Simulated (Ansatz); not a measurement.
`C[BH][InH2]`, one more setting.

```yaml
crystal:
  periodic: [false, false, false]
  atoms:
    - {symbol: C, position_ang: [-0.306866, 0.819134, -1.224743]}
    - {symbol: B, position_ang: [-0.533253, 0.342439, 0.237589]}
    - {symbol: In, position_ang: [0.634488, -1.257270, 1.300512]}
    - {symbol: H, position_ang: [-1.225469, 1.137122, -1.727083]}
    - {symbol: H, position_ang: [0.284020, 1.744325, -1.101220]}
    - {symbol: H, position_ang: [0.267042, 0.166920, -1.883730]}
    - {symbol: H, position_ang: [-1.370294, 0.928560, 0.873072]}
    - {symbol: H, position_ang: [0.127233, -2.916032, 1.380131]}
    - {symbol: H, position_ang: [2.123099, -0.965208, 2.145461]}
basis:
  gaussian: {orbitals: "6-311G**", point_charges: [{charge: -1.00, position_ang: [4.638, -0.121, -0.271]}]}
hamiltonian: {xc: {name: B97M-V}}
```

```sh
$ ansatz run in.yaml --threads 2 --pin off --events-out ev --progress --plain --max-ram 4352MiB
```

Shortened log:

```
Error: <dir> can't be read: No such file or directory (os error 2)
```
